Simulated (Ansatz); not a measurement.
Consider the formal hydrolysis of a C–C bond: `C=[C](C)[AlH2]` + H₂O → `C=[C](O)[AlH2]` + CH₄.

Program: Ansatz. Geometries: PBE0-D4/def2-TZVP. ΔE: electronic, gas phase. CBS: MP2 limit from def2 TZ/QZ plus the TZ coupled-cluster correction, frozen cores. This one scheme is used for every species. Functionals use def2-TZVPP. Each species was taken in one conformer, which may not be the lowest.

`C=[C](C)[AlH2]`:

Cartesian coordinates in Å:
```
C -0.337 -1.388 -0.406
C -0.071 -0.136 -0.013
C -0.981 0.577 0.943
Al 1.546 0.634 -0.776
H 0.308 -1.925 -1.097
H -1.213 -1.934 -0.054
H -0.447 0.877 1.851
H -1.372 1.501 0.505
H -1.833 -0.044 1.241
H 2.389 -0.275 -1.768
H 2.013 2.114 -0.426
```

H₂O:

Z-matrix (Å, degrees):
```
O
H 1 0.960
H 1 0.960 2 105.1
```

`C=[C](O)[AlH2]`:

```xyz
9

C    -1.372   -0.517    0.121
C    -0.220   -0.093   -0.416
O    -0.110   -0.083   -1.781
Al    1.182    0.466    0.818
H    -2.210   -0.848   -0.487
H    -1.490   -0.537    1.197
H     0.759    0.240   -2.031
H     2.561    0.974    0.206
H     0.901    0.396    2.373
```

CH₄:

```xyz
5

C     0.000    0.000    0.000
H     0.743    0.417   -0.679
H    -0.557   -0.786   -0.509
H    -0.686    0.786    0.315
H     0.501   -0.417    0.873
```

```csv
level,ΔE (kJ/mol)
revPBE-D4,11.8
BLYP-D4,6.6
r2SCANh-D4,11.2
r2SCAN0-D4,14.9
r2SCANh,10.3
r2SCAN0,14.0
RPA@PBE/def2-TZVPP,19.6
CCSD/CBS(def2),26.5
```

What does CCSD(T)/CBS give? (An estimate is asked.)

Computed: +25.5 kJ/mol. The listed levels differ from it by -13.7, -18.9, -14.3, -10.6, -15.2, -11.5, -5.9, 1.0 kJ/mol.

Largest T1 diagnostic among the species: 0.013.

From PBE to PBE0 (25 % exact exchange), in def2-TZVPP and without D4, ΔE moves by +7.3 kJ/mol. The D4 term adds +4.4 kJ/mol with B3LYP and +2.5 kJ/mol with PBE0; it sums over pairs of atoms, weighted by their polarisabilities, and B3LYP, whose exchange is more repulsive, gets the larger term. Leaving LDA and LC-ωPBE aside and taking each functional with its dispersion term where it has one, the values, not all of them listed here, spread over 15.0 kJ/mol, from BLYP-D4 to PBE-QIDH.

B3LYP here is the variant with VWN-RPA as its local correlation; programs differ in this.
